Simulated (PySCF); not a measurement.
## Broadened absorption spectrum of C4H3NO2S

Compound: C4H3NO2S.
Structure used (GFN2-xTB), in Å, numbered top down from 1:
```
atom  x, y, z in Å
O1     2.1961   -1.3620   -0.0562
C2     2.2718   -0.1824    0.1147
O3     1.2807    0.6961    0.1750
C4    -0.0316    0.3264    0.0401
C5    -0.5539   -0.9206   -0.1636
S6    -2.2630   -0.8161   -0.2557
C7    -2.1321    0.8939   -0.0133
N8    -0.9359    1.3331    0.1211
H9     3.2160    0.3695    0.2529
H10   -0.0432   -1.8557   -0.2593
H11   -2.9996    1.5206    0.0184
```

The calculation used TDDFT wB97X-D/def2-SVPD, vertical, gas phase, core orbitals frozen in the response in PySCF 2.14.0, density-fitted response routines.

Computed states:

```tsv
state	E (eV)	f
S1	5.56	0.065
S2	5.72	0.0007
S3	5.80	0.0013
S4	6.07	0.0018
S5	6.26	0.078
S6	6.75	0.271
S7	7.12	0.0003
S8	7.29	0.0042
```

Each state is given a Gaussian of 0.4 eV full width at half maximum, with ε(max) = 2.175×10⁸ f / Δν̃ (Δν̃ the width in cm⁻¹). The width is an assumption, not a result. The curve ends short of the highest state used, and states not computed would add to its high-energy end.

Problem. What does the envelope look like, and where are its maxima?

Solution. 
```json
{"λ (nm)": "185.3", "ε (L mol⁻¹ cm⁻¹)": "17529"}
{"λ (nm)": "187.6", "ε (L mol⁻¹ cm⁻¹)": "13833"}
{"λ (nm)": "189.8", "ε (L mol⁻¹ cm⁻¹)": "9766"}
{"λ (nm)": "192.0", "ε (L mol⁻¹ cm⁻¹)": "7048"}
{"λ (nm)": "194.3", "ε (L mol⁻¹ cm⁻¹)": "5967"}
{"λ (nm)": "196.5", "ε (L mol⁻¹ cm⁻¹)": "5786"}
{"λ (nm)": "198.7", "ε (L mol⁻¹ cm⁻¹)": "5510"}
{"λ (nm)": "201.0", "ε (L mol⁻¹ cm⁻¹)": "4688"}
{"λ (nm)": "203.2", "ε (L mol⁻¹ cm⁻¹)": "3539"}
{"λ (nm)": "205.4", "ε (L mol⁻¹ cm⁻¹)": "2412"}
{"λ (nm)": "207.7", "ε (L mol⁻¹ cm⁻¹)": "1589"}
{"λ (nm)": "209.9", "ε (L mol⁻¹ cm⁻¹)": "1287"}
{"λ (nm)": "212.2", "ε (L mol⁻¹ cm⁻¹)": "1483"}
{"λ (nm)": "214.4", "ε (L mol⁻¹ cm⁻¹)": "2069"}
{"λ (nm)": "216.6", "ε (L mol⁻¹ cm⁻¹)": "2880"}
{"λ (nm)": "218.9", "ε (L mol⁻¹ cm⁻¹)": "3727"}
{"λ (nm)": "221.1", "ε (L mol⁻¹ cm⁻¹)": "4296"}
{"λ (nm)": "223.3", "ε (L mol⁻¹ cm⁻¹)": "4462"}
{"λ (nm)": "225.6", "ε (L mol⁻¹ cm⁻¹)": "4169"}
{"λ (nm)": "227.8", "ε (L mol⁻¹ cm⁻¹)": "3542"}
{"λ (nm)": "230.0", "ε (L mol⁻¹ cm⁻¹)": "2748"}
{"λ (nm)": "232.3", "ε (L mol⁻¹ cm⁻¹)": "1922"}
{"λ (nm)": "234.5", "ε (L mol⁻¹ cm⁻¹)": "1257"}
{"λ (nm)": "236.7", "ε (L mol⁻¹ cm⁻¹)": "762"}
{"λ (nm)": "239.0", "ε (L mol⁻¹ cm⁻¹)": "418"}
{"λ (nm)": "241.2", "ε (L mol⁻¹ cm⁻¹)": "220"}
{"λ (nm)": "243.4", "ε (L mol⁻¹ cm⁻¹)": "108"}
{"λ (nm)": "245.7", "ε (L mol⁻¹ cm⁻¹)": "48"}
{"λ (nm)": "247.9", "ε (L mol⁻¹ cm⁻¹)": "21"}
{"λ (nm)": "250.2", "ε (L mol⁻¹ cm⁻¹)": "8"}
```

Maxima: 223 nm (5.56 eV), ε about 4500, made up of S1 (99%) (ε in L mol⁻¹ cm⁻¹; maxima over ε = 5, shares over 10%). At its high-energy end, 6.69 eV, the curve is still rising (ε about 17000, from S6).

Problem. What would ε be at 5.56 eV, the highest of these maxima, with half the width (0.2 eV)?

Solution. About 8810 L mol⁻¹ cm⁻¹ against 4470, a factor of about 1.97; a lone state at its own centre would give exactly 2.

Problem. Coming from long wavelengths, where does ε first pass 100 L mol⁻¹ cm⁻¹?

Solution. At about 244 nm (5.09 eV), 0.47 eV below S1.

Problem. On this curve, what absorbance would a 10⁻⁴ mol/L sample give at 193 nm over a 1 cm path?

Solution. 193 nm is 6.424 eV, where ε is about 6400 L mol⁻¹ cm⁻¹, so A = ε c l ≈ 0.64 (Beer–Lambert, with the gas-phase spectrum and the assumed width).

One conformer stands for the species.
